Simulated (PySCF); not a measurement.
How methods differ on the ionisation energy of O²⁺

O²⁺ [He] 2s2 2p2 (3P) → O³⁺ [He] 2s2 2p1 (2P), as a difference of total energies. Computed with PySCF 2.14 in x2c-QZVPPall (7s4p3d2f1g, 57 functions), with the spin-free X2C one-electron Hamiltonian (Gaussian nucleus). Correlated levels: valence: 1s2 frozen; valence and next inner shell: nothing frozen. The calculations carry no spin-orbit coupling.

```csv
method,ionisation energy (eV)
UHF,54.609
LDA,55.420
PBE,55.270
PBE0,55.305
r2SCAN,55.602
BLYP,55.266
TPSSh,55.241
TPSS,55.218
ROHF,54.570
SCS-MP2 (valence),54.889
MP2 (valence and next inner shell),55.075
SCS-MP2 (valence and next inner shell),54.916
```

Question: Estimate what B97-3 gives.

Answer: 55.279 eV, closest to PBE among the rows shown.

Question: Estimate what MP2 (valence) gives.

Answer: 55.039 eV, closest to MP2 (valence and next inner shell) among the rows shown.

A first-order spin-orbit estimate (lowest level to lowest level, LS coupling) adds -0.005 eV.

Errors of the correlated levels include the incompleteness of this basis and the frozen core.

For comparison: 54.936 eV (semi-empirical (NIST evaluation); NIST Atomic Spectra Database, ionization energies).
